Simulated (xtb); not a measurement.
C2H6AuClS (SMILES C[S](C)->[Au][Cl]), singlet, at a GFN2-xTB geometry (such geometries of metal compounds can be far from the true shape), atoms displaced at random by about 0.1 Å a coordinate. Base run: GFN2-xTB run with xtb 6.7.1.

xtb was given this input:
```
$ xtb mol.xyz --gfn 2 --opt --json

# file mol.xyz
11

Au     0.36176017    -0.22408688    -0.11021514
Cl     2.57223682    -1.29764884     0.46417959
C     -1.49193923     2.12929722    -1.19077761
S     -1.92135560     0.51830647    -0.42290662
C     -2.23107340     1.23046696     1.44198775
H     -0.85282998     2.74156649    -0.90576059
H     -2.57152827     2.61579995    -1.29663078
H     -1.28582903     1.74922915    -2.30442242
H     -1.42572930     1.88822069     1.60489848
H     -2.33743385     0.67632584     1.98401772
H     -3.20308456     1.99866968     1.16618066
```

The base run was repeated with changes; each row names its change, and settings that it needs were set with it.

```
change               ΔE vs base (mEh)  optimiser steps
-------------------  ----------------  ---------------
base                            0.000               13
opt level = sloppy              0.092                8
opt level = lax                 0.029               10
alpb = hexane                 -17.545               14
opt level = crude               0.154                7
opt level = vtight             -0.009               20
alpb = cs2                    -18.362               14
opt level = extreme            -0.009               22
engine = inertial               0.092                -
opt level = loose               0.047                9
```
